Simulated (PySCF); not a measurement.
NbF5, SMILES [F][Nb]([F])([F])([F])[F], multiplicity 1. Geometry: B3LYP-D3(BJ)/def2-SVP. The spin state was assumed, not searched. The isomer is the one that the SMILES or the coordinates give; other isomers of the formula were not compared. The def2 effective core potentials stand for the cores of Nb; spin–orbit coupling is left out.

Computed equilibrium geometry at B3LYP-D3(BJ)/def2-SVP (PySCF confirms it by a frequency run) as bond lengths and angles, and its point group:
point group D3h.
Atoms: Nb1 F2 F3 F4 F5 F6. Bonds (Å): Nb1–F2 1.842, Nb1–F3 1.842, Nb1–F4 1.842, Nb1–F5 1.873, Nb1–F6 1.873. Angles (°): F2–Nb1–F3 120.0, F2–Nb1–F4 120.0, F2–Nb1–F5 90.0, F2–Nb1–F6 90.0, F3–Nb1–F4 120.0, F3–Nb1–F5 90.0, F3–Nb1–F6 90.0, F4–Nb1–F5 90.0, F4–Nb1–F6 90.0, F5–Nb1–F6 180.0.
